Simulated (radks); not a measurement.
Values are calculated unless marked as measured or tabulated.
Problem. Be, configuration [He] 2s1.75 3s0.25 (fractional occupations, a model configuration). Level of theory: Dirac Kohn-Sham, LDA (Slater exchange, Perdew-Wang correlation), spin-unpolarised, spherical densities, finite nucleus; Fermi nuclear charge, rms radius 2.519 fm (a radial shooting solver on a logarithmic mesh with Libxc functionals). Some entries of the table are withheld. Estimate them.

orbital  occ.  eigenvalue (eV)  r(max) (bohr)  <1/r> (bohr^-1)
1s1/2       2        -106.7413            (1)            3.628
2s1/2    1.75          -6.7429          2.003              (2)
2p1/2       0          -3.1416          2.159           0.4501
2p3/2       0          -3.1406          2.160           0.4500
3s1/2    0.25          -0.7570            (3)           0.1279
4s1/2       0              (4)            (5)          0.05581

Solution. 
(1) 1s1/2 r(max) (bohr): 0.2686
(2) 2s1/2 <1/r> (bohr^-1): 0.5614
(3) 3s1/2 r(max) (bohr): 8.888
(4) 4s1/2 eigenvalue (eV): -0.0547
(5) 4s1/2 r(max) (bohr): 22.13
